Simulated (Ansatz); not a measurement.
Abridged output of a molecular run in Ansatz:

```
Functional definition: HF
1745 factors; integrals over basis functions are off by at most 9.2e-4 eV
mean field evaluation 1: about -20415.0177 eV, gradient 5.2e1 eV
mean field evaluation 2: about -20415.2983 eV, gradient 5.2e1 eV
mean field evaluation 4: about -20421.1022 eV, gradient 4.6e0 eV
mean field evaluation 8: about -20421.1910 eV, gradient 2.9e-1 eV
mean field evaluation 16: about -20421.1913 eV, gradient 1.9e-6 eV
mean field -20421.19134242 eV, -750.4649398533 hartree, gradient 1.9e-6 eV, S^2 0.000000; 0 other end points of the search recorded, 0 dependent functions left out
13 core orbitals not correlated: weight in the atoms' cores, before any rotation towards them, 1.000 or more for the frozen orbitals, at most 0.000 for the correlated occupied ones
reference -20421.19134242 eV, -750.4649398533 hartree; 16, 16 occupied and 274, 274 virtual orbitals, 1745 factors
second order -24.13106265 eV of doubles, -0.00000000 eV of singles
cycle   1  -24.90595658 eV  change   -7.7e-1 eV  update   1.0e-1
cycle   2  -25.50904982 eV  change   -6.0e-1 eV  update   3.1e-2
cycle   3  -25.62744361 eV  change   -1.2e-1 eV  update   1.5e-2
cycle   4  -25.61775699 eV  change    9.7e-3 eV  update   3.5e-3
cycle   5  -25.61636022 eV  change    1.4e-3 eV  update   1.6e-3
cycle   6  -25.61678367 eV  change   -4.2e-4 eV  update   4.6e-4
cycle   7  -25.61653528 eV  change    2.5e-4 eV  update   1.8e-4
cycle   8  -25.61648892 eV  change    4.6e-5 eV  update   5.7e-5
cycle   9  -25.61650745 eV  change   -1.9e-5 eV  update   2.3e-5
perturbative correction -0.94363695 eV, -0.0346780183 hartree
Total energy: -20447.75148682 eV, -751.4410071567 hartree
```

Its atoms:

Z-matrix (Å, degrees):
```
C
Si 1 1.870
H 1 1.094 2 111.1
H 1 1.093 2 110.4 3 119.5
H 1 1.092 2 111.0 3 -120.7
N 2 1.748 1 106.9 3 62.3
Si 2 2.350 1 112.4 3 171.6
H 2 1.497 1 108.6 3 -61.2
H 6 1.010 2 118.1 1 -171.3
H 6 1.010 2 117.7 1 -36.9
O 7 1.658 2 102.8 1 -84.7
H 7 1.493 2 113.3 1 155.9
H 7 1.489 2 114.0 1 33.4
H 11 0.965 7 111.5 2 -12.7
```

Problem. Which basis set was used?
A. def2-TZVPP
B. def2-TZVPPD
C. cc-pV(D+d)Z
D. def2-QZVPP

Solution. A. It gives 303 functions.

Problem. Write the keys of the input that set method, charge and spin (a neutral closed shell needs none for the last two).

Solution. 
```yaml
correlation: {method: ccsd_t}
```
